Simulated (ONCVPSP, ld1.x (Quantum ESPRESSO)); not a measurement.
**Potentials for nitrogen (N) compared**

Generated with ld1.x 7.5 (TM, RRKJ, ultrasoft, PAW), atompaw 4.2 or ONCVPSP 4.0.1. The cutoff is in Ry: for ld1.x and atompaw files where the sum of valence levels is converged to 10 mRy in a Bessel basis, for ONCV files where the hardest occupied wave has 1 mHa per electron of residual kinetic energy. The error is the largest all-electron minus pseudo excitation energy over each file’s own four to seven test configurations (ionisations up to +4, promotions, holes and added fractions of an electron), all of which were solved. The labels leave out finer settings (local radius, basis sizes, second energies), which also bear on the numbers. Spin-polarised tests are not counted. The rows are a selection from randomly drawn settings: files with unsolved tests, undetermined cutoffs or missed reference levels are left out.

| potential | cutoff (Ry) | largest error (meV) | bound ghosts |
| --- | --- | --- | --- |
| ONCV, PBE, scalar-relativistic, rc 1.10/1.60/1.50 (spd), local smoothed, core correction no, reference 2s2 2p3, qcut 7.2/8.7/6.4, projectors 2/3/1 | 49 | +751 | none |
| TM, BP86, non-relativistic, rc 0.65/1.35 (sp), local smoothed, core correction no, reference 2s2 2p3 | 180 | +854 | none |
| ONCV, PBE, scalar-relativistic, rc 1.15/2.60 (sp), local s, core correction yes, reference 2s1 2p4, qcut 5.3/5.4, projectors 0/3 | 131 | +1929 | none |
| ONCV, LDA (Perdew-Wang 92), scalar-relativistic, rc 1.00/1.25/1.05 (spd), local smoothed, core correction yes, reference 2s2 2p2, qcut 7.4/9.9/9.9, projectors 3/1/2 | 77 | +95 | none |
| ONCV, PBE, scalar-relativistic, rc 1.00/1.55/1.25 (spd), local smoothed, core correction yes, reference 2s2 2p3, qcut 8.4/7.3/7.4, projectors 2/2/2 | 54 | +955 | none |
| ONCV, PBE, scalar-relativistic, rc 1.05/2.45 (sp), local s, core correction no, reference 2s1 2p4, qcut 7.1/4.4, projectors 0/1 | 49 | +2542 | none |
| ONCV, PBE, non-relativistic, rc 0.70/1.20/1.00 (spd), local smoothed, core correction yes, reference 2s1 2p4, qcut 10.9/6.4/10.1, projectors 1/2/2 | 165 | +228 | none |
| ONCV, PBEsol, scalar-relativistic, rc 1.05/2.15/1.95 (spd), local smoothed, core correction yes, reference 2s2 2p2.75, qcut 8/6.3/4.3, projectors 1/2/3 | 49 | +623 | none |

**Question.** Fill in the row for N: ONCV, LDA (Perdew-Wang 92), scalar-relativistic, rc 0.70/1.95/1.50 (spd), local s, core correction yes, reference 2s2 2p2, qcut 10.7/6/6, projectors 0/2/1.

**Answer.** cutoff 60 Ry, largest error +1464 meV, bound ghosts: none.
